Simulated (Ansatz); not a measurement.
The first iterations of a band of F4H4OSiTi (11 atoms, charge 0, multiplicity 1).

Level of theory: RHF/def2-SVP in Ansatz 0.2.0.

| Property | Result |
| --- | --- |
| movable images | 9 |
| climbing image | yes |
| spring | 5.0 eV/Å² |
| optimiser | quadratic models (default) |
| start path | through a guess of the saddle point |
| force threshold | 0.03 eV/Å |
| iteration limit | 60 |
| end points | relaxed |

Initial state:

```xyz
11
Properties=species:S:1:pos:R:3
Ti -0.090 -0.074 0.086
O -0.561 -0.408 1.759
Si -1.453 -0.265 3.157
H -2.828 -0.744 2.914
H -0.807 -1.097 4.196
H -1.470 1.147 3.590
F 1.439 0.725 -0.087
F -1.216 1.148 -0.392
F -0.422 -1.357 -1.033
F 1.507 -1.825 0.811
H 1.339 -2.025 1.679
```

Final state:

```xyz
11
Properties=species:S:1:pos:R:3
Ti 0.170 -0.395 -0.097
O -0.071 -0.836 2.093
Si -1.251 -0.249 3.175
H -2.518 -0.963 2.958
H -0.737 -0.533 4.530
H -1.371 1.192 2.933
F 1.333 0.783 0.401
F -1.503 0.058 0.164
F 0.226 -0.189 -1.809
F 0.719 -2.051 -0.013
H 0.444 -1.593 2.346
```

| iteration | highest image above the first end (eV) | largest band force component (eV/Å) |
| --- | --- | --- |
| 1 | 5.880 | 25.153 |
| 2 | 1.495 | 7.810 |
| 3 | 1.081 | 3.588 |
| 4 | 0.805 | 1.304 |
| 5 | 0.650 | 1.002 |
| 6 | 0.546 | 1.479 |
| 7 | 0.470 | 0.560 |
| 8 | 0.424 | 0.973 |
| 9 | 0.721 | 0.651 |
| 10 | 0.769 | 2.905 |
| 11 | 0.647 | 1.810 |
| 12 | 0.643 | 0.603 |
| 13 | 0.643 | 0.799 |
| 14 | 0.639 | 0.979 |
| 15 | 0.637 | 2.192 |
| 16 | 0.637 | 0.891 |
| 17 | 0.637 | 1.120 |

Problem. Does the band converge within its limit, and where does its top end?

Solution. The run converged. It ended after 51 iterations with the highest image 0.629 eV above the first end. A vibrational analysis at the climbing image gives one clearly imaginary mode, 1311i cm⁻¹: a first-order saddle point. The orbitals stay closed-shell, which can raise the energy where a bond breaks towards radicals; this wasn't checked here.

The run took 13 min on 4 threads of Arm Neoverse V2, with other jobs on the host, peak memory 0.32 GiB.
